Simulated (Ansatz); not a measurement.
Consider the formal exchange of groups at a Ge–C bond: `[GeH3]/[CH]=C1\CS1` + `FCCCl` → `F[CH]([GeH3])CCl` + `C=C1CS1`.

Program: Ansatz. Geometries: PBE0-D4/def2-TZVP. ΔE: electronic, gas phase. CBS: MP2 limit from def2 TZ/QZ plus the TZ coupled-cluster correction, frozen cores. This one scheme is used for every species. Functionals use def2-TZVPP. B3LYP here is the variant with VWN-RPA as its local correlation; programs differ in this. For Ge outer-core shells are correlated without core-valence functions, which leaves a few kJ/mol of doubt a bond. Scalar relativity is left out up to krypton. Each species was taken in one conformer, which may not be the lowest.

```tsv
level	ΔE (kJ/mol)	difference from CCSD(T)/CBS
PBE-D4	22.7	-5.0
r2SCAN-D4	24.6	-3.1
PBE0-D4	26.8	-0.9
B3LYP-D4	25.1	-2.6
ωB97X-V	25.6	-2.1
ωB97M-V	24.3	-3.4
B2PLYP	28.7	1.0
PBE	22.7	-5.0
r2SCAN	24.5	-3.2
PBE0	26.7	-1.0
B3LYP	25.1	-2.6
HF/def2-TZVPP	35.7	8.0
MP2/def2-TZVPP	33.9	6.2
SCS-MP2/def2-TZVPP	33.7	6.0
CCSD/def2-TZVPP	30.0	2.3
CCSD(T)/def2-TZVPP	29.9	2.2
HF/def2-QZVPP	35.5	7.8
MP2/def2-QZVPP	32.5	4.8
SCS-MP2/def2-QZVPP	32.5	4.8
HF/CBS(def2)	35.5	7.8
MP2/CBS(def2)	31.7	4.0
CCSD/CBS(def2)	27.8	0.1
CCSD(T)/CBS	27.7	0
```

Largest T1 diagnostic among the species: 0.013.

From PBE to PBE0 (25 % exact exchange), in def2-TZVPP and without D4, ΔE moves by +4.0 kJ/mol.
